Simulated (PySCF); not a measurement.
## Vibration and rotation of InC⁺

UHF-CCSD(T) constants of InC⁺, ³Π (triplet), unpaired electrons σ ↑, π ↑ (PySCF, scalar-relativistic core potentials, basis sets In cc-pVDZ-PP with ECP28, C cc-pVDZ; masses 114.9039 and 12.0000 u):

| Property | Result |
| --- | --- |
| ωe | 117.9 cm⁻¹ |
| ωexe | 2.23 cm⁻¹ |
| Be | 0.16261 cm⁻¹ |
| αe | 0.00374 cm⁻¹ |
| De to In⁺ + C | 0.210 eV |

Problem. What force constant and bond length do these constants imply?

Solution. Reduced mass μred = 10.865 u; k = 5.8918×10⁻⁷·μred·ωe² (u, cm⁻¹, mdyn/Å) = 0.0890 mdyn/Å; Re = √(16.8576/(μred·Be)) (u, cm⁻¹, Å) = 3.089 Å.

Problem. Estimate the centrifugal constant D from the Kratzer relation and find the Dunham coefficient a1.

Solution. D = 4Be³/ωe² = 1.24e-06 cm⁻¹; a1 = −1 − αeωe/(6Be²) = -3.78.

Correlated steps freeze 5 core orbitals. The bond is weak. Basis-set superposition, not corrected here, can be much of De in a small basis, most of all at correlated wavefunction levels. Spin–orbit coupling is left out, which matters for elements this heavy, above all for dissociation energies. For an ion De counts to the pair picked by the measured ionisation energies or electron affinities, which need not be the lowest pair at this level. The state is the lowest determinant that a PBE0 search found; another state may lie lower at other levels.
